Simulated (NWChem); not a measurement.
Molecule: SiH$_{3}$OF; SMILES F[SiH2]O

```xyz
6

Si    -0.4328     0.0479    -0.0345
O      0.5924    -1.2340    -0.2067
F      0.3694     1.4458    -0.0795
H     -1.3520    -0.0169    -1.1876
H     -1.1376     0.0111     1.2724
H      1.1907    -1.4277     0.5282
```
Atoms are numbered in this order, from 1.

Level: B3LYP/6-31G* (spherical d) (NWChem), optimised geometry, unscaled harmonic frequencies. B3LYP is NWChem's, with the RPA form of VWN correlation.

Task: List the harmonic frequencies with IR intensities, and the thermochemistry.

Result: 
```tsv
frequency (cm⁻¹)	IR intensity (km/mol)
258	73.1
344	92.9
654	96.7
781	19.1
841	107.9
895	102.7
922	54.2
987	137.5
1016	316.6
2270	164.7
2326	142.9
3806	72.4
```

The zero-point energy comes out as 21.6 kcal/mol. The thermal correction to the enthalpy at 298.15 K (with zero-point energy) is 24.8 kcal/mol, the heat capacity Cv comes out as 13.2 cal/(mol K) and the entropy at 298.15 K and 1 atm (symmetry number 1) is 65.8 cal/(mol K). The dipole moment comes out as 1.64 D.

Rigid rotor and harmonic oscillator.
